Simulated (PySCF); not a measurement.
Coordinates in bohr (charge 0 multiplicity 1):
```
Mg    2.7095    0.0000    0.0000
Mg   -2.7095    0.0000    0.0000
F     0.0000    2.3497    0.0000
F     0.0000   -2.3497    0.0000
F     6.0133    0.0000    0.0000
F    -6.0133    0.0000    0.0000
```

These are results of PySCF, PBE0, basis Mg def2-TZVP, F def2-TZVP (no relativity, density fitting), not measurements.

This geometry of Mg2F4 is a stationary point at this level.

What is the point group?

D2h.

Is it a minimum?

Yes: all harmonic wavenumbers are real, though the softest, 47 cm⁻¹, leaves little margin.

List the harmonic modes with their infrared intensities.


```json
{"symmetry": "b3u", "ω (cm⁻¹)": "47", "IR (km/mol)": "31.0"}
{"symmetry": "b2u", "ω (cm⁻¹)": "95", "IR (km/mol)": "60.5"}
{"symmetry": "b2g", "ω (cm⁻¹)": "128", "IR (km/mol)": "0.0"}
{"symmetry": "b3g", "ω (cm⁻¹)": "136", "IR (km/mol)": "0.0"}
{"symmetry": "ag", "ω (cm⁻¹)": "253", "IR (km/mol)": "0.0"}
{"symmetry": "b3u", "ω (cm⁻¹)": "260", "IR (km/mol)": "199"}
{"symmetry": "b3g", "ω (cm⁻¹)": "433", "IR (km/mol)": "0.0"}
{"symmetry": "b1u", "ω (cm⁻¹)": "454", "IR (km/mol)": "45.4"}
{"symmetry": "ag", "ω (cm⁻¹)": "484", "IR (km/mol)": "0.0"}
{"symmetry": "b2u", "ω (cm⁻¹)": "490", "IR (km/mol)": "231"}
{"symmetry": "b1u", "ω (cm⁻¹)": "773", "IR (km/mol)": "354"}
{"symmetry": "ag", "ω (cm⁻¹)": "797", "IR (km/mol)": "0.0"}
```

What are the dipole moment and the gap between the highest occupied and lowest empty levels?

0.00 D and 8.09 eV.

In D2h the vibrations span 2b3u + 2b2u + b2g + 2b3g + 3ag + 2b1u. The ag, b2g, b3g modes carry no infrared intensity, as symmetry demands. With a centre of inversion only u modes can be infrared active and only g modes Raman active.

Only a few start shapes were tried, so a lower isomer may exist.
